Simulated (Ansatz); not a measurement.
Reaction (cleavage of the Si–Ge bond): `[F][Ge]([SiH3])([SH])[Cl]` + `CCSS` → `CCSS[SiH3]` + `[F][GeH]([SH])[Cl]`

Isolated molecules relaxed with PBE0-D4/def2-TZVP in Ansatz; ΔE leaves out vibrations. CCSD(T)/CBS is the MP2 limit (def2-TZVPP, def2-QZVPP) plus CCSD(T) − MP2 in def2-TZVPP, frozen cores. DFT in def2-TZVPP. For Ge outer-core shells are correlated without core-valence functions, which leaves a few kJ/mol of doubt a bond. Scalar relativity is left out up to krypton. Each species was taken in one conformer, which may not be the lowest.

```tsv
species	ωB97X-V energy (Eh)
`[F][Ge]([SiH3])([SH])[Cl]`	-3326.93966
`CCSS`	-876.12654
`CCSS[SiH3]`	-1166.80646
`[F][GeH]([SH])[Cl]`	-3036.27251
```

Q: Work out ΔE.

A: ΔE = (-1166.80646) + (-3036.27251) − (-3326.93966) − (-876.12654) = -0.01277 Eh = -8.0 kcal/mol. CCSD(T)/CBS gives -8.3 kcal/mol.

Largest T1 diagnostic among the species: 0.012.

From PBE to PBE0 (25 % exact exchange), in def2-TZVPP and without D4, ΔE moves by −1.1 kcal/mol.
